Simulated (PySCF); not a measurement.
MgO, SMILES [O]=[Mg]. Heavy atoms are numbered as in [Mg:1]=[O:2].

The structure is a stationary point at B3LYP-D3(BJ)/def2-TZVPD.

All values below come from PBE0/pcSseg-2 in PySCF.

GIAO shieldings, no solvent; atoms alike by connectivity are averaged. δ = σ(ref) − σ: ¹⁷O against H2O (σ = 327.8 ppm), references at their B3LYP-D3(BJ)/def2-TZVP geometries, non-relativistic.

| nucleus | atoms | count | δ (ppm) |
|---|---|---|---|
| ¹⁷O | O2 | 1 | 2797.9 |
